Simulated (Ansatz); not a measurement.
```yaml
crystal:
  periodic: [true, true, true]
  atoms:
    - {symbol: C, position_ang: [0.197077, 0.800381, -0.804059]}
    - {symbol: C, position_ang: [0.201456, -0.505134, -0.055475]}
    - {symbol: B, position_ang: [-0.172436, -0.640089, 1.410322]}
    - {symbol: Te, position_ang: [-1.788730, -1.474230, 0.374487]}
    - {symbol: H, position_ang: [-0.027039, 0.662538, -1.863678]}
    - {symbol: H, position_ang: [-0.529243, 1.500565, -0.388921]}
    - {symbol: H, position_ang: [1.190123, 1.259490, -0.728902]}
    - {symbol: H, position_ang: [0.861574, -1.258416, -0.481517]}
    - {symbol: H, position_ang: [0.155717, -0.391405, 2.520843]}
basis:
  gaussian: {orbitals: ANO-RCC-VTZP, final_grid: {core_spheres: 20, valence_spheres: 16, degree: 47}}
hamiltonian: {xc: {name: HSE06}, dispersion: d3bj}
scf: {lower_state_search: full}
output: {forces: true}
```

```sh
$ ansatz run in.yaml --threads 2 --pin off --events-out ev --progress --plain --max-ram 4352MiB
```

Q: How does Ansatz answer? (Estimate.)

A: Ansatz gave: The program refused the input.
```
Error: YAML parse error: error: line 2 column 3: crystal: missing field `lattice` (a structure is typed as `lattice` and `atoms`, a molecule's as `atoms` in Å alone, or read from a run's directory, `checkpoint`)
 --> <input>:2:3
1 | crystal:
2 |   periodic: [true, true, true]
3 |   atoms:
4 |     - {symbol: C, position_ang: [0.197077, 0.800381, -0.804059]}
```

HSE06 is defined as in plane-wave codes.
